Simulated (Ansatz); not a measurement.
One change: `N[SiH](F)[O][SnH3]` becomes `N[SiH2]O[SiH](N)F`.

Ansatz, PBE0-D4/def2-TZVP geometries, multiplicity 1. Each molecule was computed in one conformer, which needn't be the lowest.

Elements past krypton have def2 core potentials.

| property | `N[SiH](F)[O][SnH3]` |
| --- | --- |
| HOMO–LUMO gap (PBE0/def2-TZVPP) / eV | 7.29 |
| HOMO–LUMO gap (B3LYP/def2-TZVPP) / eV | 6.79 |
| LUMO energy (B3LYP/def2-TZVPP) / eV | -0.77 |
| size of the dipole moment (B3LYP/def2-TZVPP) / D | 2.75 |
| HOMO energy (B3LYP/def2-TZVPP) / eV | -7.56 |
| HOMO–LUMO gap (ωB97M-V/def2-TZVPP) / eV | 11.14 |

Give the same properties after the change, and the shifts. (An estimate is asked.)

Ansatz gave: 
```
                                        property  `N[SiH2]O[SiH](N)F`  shift
            HOMO–LUMO gap (PBE0/def2-TZVPP) / eV                 8.27   0.98
           HOMO–LUMO gap (B3LYP/def2-TZVPP) / eV                 7.69   0.90
             LUMO energy (B3LYP/def2-TZVPP) / eV                 0.15   0.92
size of the dipole moment (B3LYP/def2-TZVPP) / D                 3.33   0.58
             HOMO energy (B3LYP/def2-TZVPP) / eV                -7.54   0.02
         HOMO–LUMO gap (ωB97M-V/def2-TZVPP) / eV                12.15   1.01
```

Dipoles are sizes alone; their direction can turn.

B3LYP here is the variant with VWN-RPA as its local correlation; programs differ in this.
